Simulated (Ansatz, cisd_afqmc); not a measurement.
Species: AuCl, charge 0, singlet. AuCl (SMILES [Cl][Au]).
B3LYP-D3(BJ)/def2-TZVP minimum from Ansatz (an electronic-structure program):
```
Au
Cl 1 2.2539
```
Charge 0, spin multiplicity 1.

Total energies in def2-SVP, 18 correlated electrons, 9 frozen orbitals. UHF or UKS for unpaired electrons; spin-orbit terms are left out. Correlated methods leave the cores frozen (noble-gas shells, and filled d and f shells in the p block). Past Kr the def2 sets carry scalar-relativistic core potentials. AFQMC/CISD: phaseless, guided by CISD from CCSD amplitudes; bars are statistical, one sigma. Outlying blocks are dropped, and bars are widened where a walk drifts. Over all cases where full CI ran beside it in this data, AFQMC minus full CI had a median of +0.1 mEh and passed +0.4 mEh in a tenth of the cases. The T1 diagnostic of AuCl ([Cl][Au], singlet) reaches 0.030 in the sets run.

The bar of a AFQMC/CISD walk is widened from 0.39 to 0.51 mEh, since its error had not levelled off in the blocking analysis.

```
method         program         energy (Eh)  minus CCSDTQ (mEh)
----------  ----------  ------------------  ------------------
HF              Ansatz          -594.16062              402.52
MP2             Ansatz          -594.55240               10.74
CCSD            Ansatz          -594.55339                9.75
CCSD(T)         Ansatz          -594.56230                0.84
CCSDT(Q)        Ansatz          -594.56323               -0.09
CCSDTQ          Ansatz          -594.56314                0.00
AFQMC/CISD  cisd_afqmc  -594.5629 ± 0.0006           0.2 ± 0.6
```

Rough core times of Ansatz's runs on a shared machine: CCSD(T) under 20 s, CCSDT(Q) 70 s, CCSDTQ 70 min.
